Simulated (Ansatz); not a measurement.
`[CH3][Sn][NH2]` + H–F → `[NH2][Sn][F]` + CH₄ at 298.15 K and 1 bar (ligand exchange at the Sn–C bond).

Gas-phase electronic energies from Ansatz, PBE0-D4/def2-TZVP geometries. CBS: MP2 limit from def2 TZ/QZ plus the TZ coupled-cluster correction, frozen cores. This one scheme is used for every species. Elements past krypton have def2 core potentials. For Sn outer-core shells are correlated without core-valence functions, which leaves a few kJ/mol of doubt a bond. Each species was taken in one conformer, which may not be the lowest.

```csv
species,CCSD(T)/CBS energy (Eh),H − E (kJ/mol),S (J/(mol·K))
`[CH3][Sn][NH2]`,-309.80337,174.8,329.1
H–F,-100.39570,33.5,173.6
`[NH2][Sn][F]`,-369.78999,83.8,297.9
CH₄,-40.46206,127.4,186.2
```

H − E and S are ideal-gas, rigid-rotor, harmonic terms from PBE0-D4/def2-TZVP, for one conformer and one mirror image of each species. 1 Eh = 2625.50 kJ/mol, R = 8.31446 J/(mol·K).

**Question.** By hand: ΔE, ΔH, ΔS and ΔG.

**Answer.** ΔE = (-369.78999) + (-40.46206) − (-309.80337) − (-100.39570) = -0.05298 Eh = -139.1 kJ/mol. Δ(H − E) = 83.8 + 127.4 − 174.8 − 33.5 = 2.9, so ΔH = -136.2 kJ/mol. ΔS = 297.9 + 186.2 − 329.1 − 173.6 = -18.6 J/(mol·K). ΔG = -136.2 − 298.15 × (-18.6)/1000 = -130.7 kJ/mol.

**Question.** By hand: the equilibrium constant, and the temperature at which ΔG would vanish if ΔH and ΔS stayed fixed.

**Answer.** log₁₀ K = −ΔG/(RT ln 10) = 22.9. ΔG = 0 at ΔH/ΔS = 7323 K, far beyond where these terms or the molecules hold.

ΔH outweighs TΔS. A doubt of 5 kJ/mol in ΔE shifts log₁₀ K by 0.9 here. Other conformers and mirror images would add mixing entropy, several J/(mol·K) or more a flexible species. Modes under 60 cm⁻¹, often nearly free rotors, make the harmonic entropy too high. These are equilibria of isolated gas molecules and say nothing of rates. Largest T1 diagnostic: 0.017 (customary marks: 0.02 for closed shells, 0.045 for open ones).
